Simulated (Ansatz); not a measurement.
`[Br][Sn][Br]` + CH₃OH → `C[O][Sn][Br]` + HBr  (ligand exchange at the Sn–Br bond)

Calculated with Ansatz (gas phase, PBE0-D4/def2-TZVP geometries, no zero-point term in ΔE). CCSD(T)/CBS adds triple-zeta CCSD(T) − MP2 to the extrapolated MP2 energy (def2 sets, frozen cores). This one scheme is used for every species. Functionals use def2-TZVPP. B3LYP here is the variant with VWN-RPA as its local correlation; programs differ in this. def2 core potentials past Kr. For Br, Sn outer-core shells are correlated without core-valence functions, which leaves a few kJ/mol of doubt a bond. Scalar relativity is left out up to krypton. Each species was taken in one conformer, which may not be the lowest.

`[Br][Sn][Br]`:

Cartesian coordinates in Å:
```
Br -1.270 0.150 -1.530
Sn 0.823 -0.615 -0.357
Br 0.448 0.465 1.887
```

CH₃OH:

Z-matrix (Å, degrees):
```
C
O 1 1.409
H 1 1.097 2 112.4
H 1 1.090 2 107.0 3 -118.5
H 1 1.097 2 112.4 3 123.0
H 2 0.959 1 108.5 3 -61.6
```

`C[O][Sn][Br]`:

Z-matrix (Å, degrees):
```
C
O 1 1.404
H 1 1.095 2 109.5
H 1 1.095 2 112.5 3 120.8
H 1 1.095 2 109.5 3 -118.4
Sn 2 1.958 1 132.6 3 -120.8
Br 6 2.546 2 99.3 1 0.0
```

HBr:

Z-matrix (Å, degrees):
```
Br
H 1 1.420
```

(1) Is it downhill or uphill in electronic energy at CCSD(T)/CBS, and by how much? (Estimate.)

(2) What do these levels give: B97M-V, PBE0-D4, CAM-B3LYP-D4, ωB97M-V, r2SCAN, B3LYP, r2SCAN0, CAM-B3LYP, CCSD/def2-SVP, HF/def2-TZVPP, MP2/def2-QZVPP, MP2/CBS(def2)? (Estimate.)

Largest T1 diagnostic among the species: 0.015.

Results:

(1) The calculation gave: Uphill: ΔE = +68.4 kJ/mol.

(2) Computed: B97M-V 65.6, PBE0-D4 78.2, CAM-B3LYP-D4 65.1, ωB97M-V 69.8, r2SCAN 71.0, B3LYP 74.4, r2SCAN0 79.3, CAM-B3LYP 67.2, CCSD/def2-SVP 65.9, HF/def2-TZVPP 90.2, MP2/def2-QZVPP 67.7, MP2/CBS(def2) 70.2 kJ/mol.

From BLYP to BHLYP (50 % exact exchange), in def2-TZVPP and without D4, ΔE moves by +12.3 kJ/mol. Leaving LDA and LC-ωPBE aside and taking each functional with its dispersion term where it has one, the values, not all of them listed here, spread over 16.8 kJ/mol, from BLYP-D4 to BHLYP-D4. LDA lies −9.1 kJ/mol from PBE without D4.
